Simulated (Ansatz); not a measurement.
Molecule: C$_{3}$H$_{8}$FSi, net charge 0, doublet state. It need not be the lowest isomer of its formula. SMILES: [Si](C)(F)([CH2])C
Coordinates optimised at B3LYP-D3(BJ)/def2-TZVP (Ansatz, an electronic-structure program):
```
Si
F 1 1.6167
C 1 1.8389 2 106.95
H 3 1.0844 1 122.87 2 1.21
H 3 1.0852 4 114.43 1 -179.90
C 1 1.8663 2 107.69 3 -120.20
H 6 1.0913 1 111.20 2 58.43
H 6 1.0924 7 108.28 1 121.91
H 6 1.0927 7 107.93 8 116.62
C 1 1.8665 2 107.62 3 120.22
H 10 1.0913 1 111.19 2 -58.44
H 10 1.0924 11 108.28 1 -121.90
H 10 1.0927 11 107.92 12 -116.62
```
Charge 0, spin multiplicity 2.

Atomisation energy built up term by term with Ansatz (kcal/mol; UHF references for open shells; valence terms freeze the core; atomic spin-orbit terms are left out). CBS(X,Y): correlation extrapolated as X^-3; Hartree-Fock from the larger set.

```csv
term,basis,kcal/mol
Hartree-Fock,cc-pV(Q+d)Z,919.50
CCSD correlation,"CBS(cc-pV(T+d)Z,cc-pV(Q+d)Z)",(withheld)
(T),"CBS(cc-pV(T+d)Z,cc-pV(Q+d)Z)",(withheld)
core correlation,cc-pwCVTZ,3.54
scalar relativity (X2C),cc-pVTZ-DK against cc-pVTZ,-1.50
sum: De,,(withheld)
```

### Question
Fill in the missing entries.

### Answer

- CCSD correlation, kcal/mol: 259.58
- (T), kcal/mol: 14.11
- sum: De, kcal/mol: 1195.2
